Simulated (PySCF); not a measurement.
SbH₂, doublet: data card

Method: PySCF, UPBE0, basis Sb def2-TZVP with ECP28, H def2-TZVP (scalar-relativistic core potentials, no spin–orbit coupling, density fitting).

The structure is a minimum.

Z-matrix (Å, degrees; charge 0 multiplicity 2):
```
Sb
H  1 1.7116
H  1 1.7116 2 90.26
```

```json
{
 "Point group": "C2v",
 "Bond lengths": "Sb–H 1.712 Å (×2)",
 "Bond angles": "H–Sb–H 90.3°",
 "Entropy at 298.15 K and 1 bar (electronic part: spin only)": "234.4 J/(mol K)",
 "Highest occupied level (α)": "-6.36 eV",
 "Atomisation energy without zero-point energy": "514 kJ/mol",
 "Principal polarisabilities": "32.7, 42.3, 42.9 bohr³",
 "Spin squared ⟨S²⟩": "0.755",
 "Zero-point energy": "28.5 kJ/mol",
 "Lowest empty level (β)": "-3.07 eV",
 "Principal quadrupole moments (Buckingham, traceless) about the centre of mass": "-1.21, 0.15, 1.06 D Å",
 "Rotational symmetry number": "2",
 "Enthalpy at 298.15 K above 0 K": "10.09 kJ/mol",
 "Rotational constants": "5.831, 5.684, 2.878 cm⁻¹",
 "Dipole moment": "0.28 D",
 "Heat capacity Cp at 298.15 K": "35.8 J/(mol K)"
}
```

Harmonic modes (masses in u: Sb 120.904, H 1.008):
```csv
symmetry,ω (cm⁻¹),IR (km/mol),type
a1,845,33.0,bend
a1,1954,154,stretch
b2,1961,172,stretch
```

In C2v the vibrations span 2a1 + b2. Here b1 is antisymmetric to the molecular plane and b2 lies in it.

Charges (e):
```tsv
atom	Mulliken	Löwdin	polar tensor	spin (Mulliken)	Mayer order to Sb1
Sb1	0.01	0.08	0.36	1.08	–
H2,3	-0.01	-0.04	-0.18	-0.04	0.97
```

Mulliken populations on Sb1 (electrons outside its core potential): s 3.89, p 9.01, d 10.08, f 0.01.

Outer orbital energies (eV). α occupied: -16.00, -9.59, -8.18, -6.36; empty: -0.21, 0.59, 3.19, 3.21. β occupied: -15.24, -9.49, -7.88; empty: -3.07, -0.02, 0.90, 3.34.

This need not be the most stable arrangement of these atoms. No spin–orbit coupling is included, which matters more the heavier the element.

The final relaxation and frequency run took of the order of 70 core-seconds on a shared host.
